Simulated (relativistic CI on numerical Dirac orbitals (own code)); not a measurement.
# Co⁴⁺ in a cubic cluster: L2,3 absorption with charge transfer

Computed with a charge-transfer multiplet model of a cubic metal-ligand cluster with up to 3 ligand holes, Slater and spin-orbit integrals from Dirac-Coulomb-Breit ions, Slater integrals scaled by 0.8. The ground state mixes d5 with configurations of k ligand holes L, whose averages lie at kΔ + k(k − 1)U_dd/2; a core hole lowers each added d electron by U_cd. 300 K, Lorentzian 0.4 eV and Gaussian 0.3 eV FWHM.

Atomic integrals in eV (Slater integrals scaled, ζ unscaled), ground: F2dd 10.866, F4dd 6.824, zeta_d 0.080; with the core hole: F2dd 11.456, F4dd 7.196, zeta_d 0.102, zeta_core 9.658, F2cd 6.863, G1cd 5.283, G3cd 3.006.

Cluster parameters (eV): Δ = 0.4, U_dd = 7.9, 10Dq = 0.3, 10Dq(ligand) = 1.4, V(eg) = 1.3, V(t2g) = -0.69, final-state hopping factor = 0.8.

```tsv
Case	n_d	d5	d6L	d7L2	d8L3	S
U_cd = 8.1 eV	5.28	0.73	0.26	0.01	0.00	2.50
U_cd = 9.9 eV	5.28	0.73	0.26	0.01	0.00	2.50
U_cd = 10.5 eV	5.28	0.73	0.26	0.01	0.00	2.50
```

Weights, n_d and S are thermal averages at 300 K. Photon energies count from the first peak over 30 % of the highest in each spectrum, which can be another peak from case to case. The parameters are a model scan and need not match a compound or its usual spin state. Peaks in eV (height, largest 100):
- U_cd = 8.1 eV: 0.0 (100), 0.9 (46), 3.6 (12), 14.3 (16), 14.7 (17), 16.5 (27)
- U_cd = 9.9 eV: 0.0 (100), 2.2 (21), 3.3 (28), 5.4 (7), 6.9 (5), 14.2 (17), 16.1 (24), 17.6 (8), 18.6 (10)
- U_cd = 10.5 eV: 0.0 (100), 2.1 (27), 3.5 (40), 6.9 (6), 7.6 (7), 14.3 (17), 14.6 (18), 16.1 (26), 17.7 (12), 18.9 (13)

For the case U_cd = 9.9 eV, Δ = 0.4 eV is smaller than U_dd = 7.9 eV, the charge-transfer side of the Zaanen-Sawatzky-Allen scheme. With the core hole the configuration with one ligand hole lies at Δ + U_dd − U_cd = 0.2, -1.6, -2.2 eV from the one without, in the order of the table; where this is negative the screened configuration lies lower, though the effective hopping of about 1.7 eV (from the holes of the mixed ground state) mixes the two strongly wherever it is as large as the gap.
